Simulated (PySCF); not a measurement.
## Calculated data, CH4AlBO, AlBH3NO

All values are calculated (PySCF 2.14.0). Calculation on a computer-drawn molecule: the log of a Hartree-Fock and frozen-core CCSD(T) single point meant for a local Hartree-Fock minimum, with one planted fault or none, to be diagnosed. Offsets are logged minus clean, where the clean run is the same molecule without the fault. The reference is restricted for singlets and unrestricted otherwise, and also for a bond in bohr or an excited solution. Adding or removing an electron swaps singlet and doublet. The excited solution moves the top pair (singlet) or top alpha electron (doublet) to the lowest empty orbital. Highest occupied and lowest empty are orbital energies over both spins, largest force is the largest gradient component, triples share is (T) over the correlation energy, the T1 limit is 0.02 restricted and 0.045 unrestricted, electrons count all cores, a negative frequency is imaginary (commonest isotopes), and the dipole is about the centre of nuclear charge.

Common to all runs: meant charge 0; meant multiplicity 1; meant basis cc-pV(D+d)Z; logged electrons 36; logged SCF converged yes; logged CC converged yes; logged SCF stable within its kind yes; possible faults no fault, one electron removed, one electron added, multiplicity raised by two, geometry at a saddle point, SCF held on an excited solution, minimal basis STO-3G, one bond length entered in bohr, all coordinates scaled.

```yaml
- entry: 1
  formula: CH4AlBO
  logged_structure:
    atoms_angstrom:
      - [O, -1.7545, -3.0832, 1.2948]
      - [B, -1.6427, -1.8187, 0.9727]
      - [C, -1.4658, -0.4694, 0.6815]
      - [Al, 0.106, 0.3862, 1.3309]
      - [H, -1.3727, -3.6994, 0.6834]
      - [H, -2.2218, 0.0719, 0.1199]
      - [H, 0.3814, 1.9267, 1.0899]
      - [H, 1.175, -0.4826, 2.1223]
  given:
    logged_basis_functions: 85
    logged_spin_squared: 2.0192
    "logged_highest_occupied [eV]": -4.0304
    "logged_lowest_empty [eV]": -0.73296
    "logged_largest_force [hartree/bohr]": 0.069892
    logged_T1_diagnostic: 0.021046
    logged_D1_diagnostic: 0.091346
    logged_triples_share: 0.028093
    "logged_dipole_magnitude [debye]": 8.5339
    "logged_energy_HF [hartree]": -381.53874
    "logged_energy_CCSD(T) [hartree]": -382.02495
    drawn_bonds_atom: [1, 2, 3, 1, 3, 4, 4]
    drawn_bonds_other_atom: [2, 3, 4, 5, 6, 7, 8]
    drawn_bonds_order: [1, 2, 1, 1, 1, 1, 1]
  results:
    planted_fault: "multiplicity raised by two"
    "HF_energy_offset_from_clean_run [kcal/mol]": 88.43
    "CCSD(T)_energy_offset_from_clean_run [kcal/mol]": 102.9
- entry: 2
  formula: AlBH3NO
  logged_structure:
    atoms_angstrom:
      - [O, -0.1965, 1.9682, 0.3188]
      - [B, 0.8872, 1.2301, 0.1509]
      - ["N", 1.9183, 0.5261, 0.0117]
      - [Al, 3.3585, -0.4555, -0.1979]
      - [H, -0.5874, 2.3014, -0.4767]
      - [H, 3.9127, -0.7262, -1.653]
      - [H, 4.0974, -1.0652, 1.0575]
  given:
    logged_basis_functions: 80
    logged_spin_squared: 2.0187
    "logged_highest_occupied [eV]": -4.6766
    "logged_lowest_empty [eV]": -2.8459
    "logged_largest_force [hartree/bohr]": 0.051055
    logged_T1_diagnostic: 0.058222
    logged_D1_diagnostic: 0.3484
    logged_triples_share: 0.036534
    "logged_dipole_magnitude [debye]": 3.6464
    "logged_energy_HF [hartree]": -397.55654
    "logged_energy_CCSD(T) [hartree]": -398.08857
    drawn_bonds_atom: [1, 2, 3, 1, 4, 4]
    drawn_bonds_other_atom: [2, 3, 4, 5, 6, 7]
    drawn_bonds_order: [1, 2, 1, 1, 1, 1]
  results:
    planted_fault: "multiplicity raised by two"
    "HF_energy_offset_from_clean_run [kcal/mol]": 130.9
    "CCSD(T)_energy_offset_from_clean_run [kcal/mol]": 125.0
  notes: ["T1 above single-reference limit"]
```
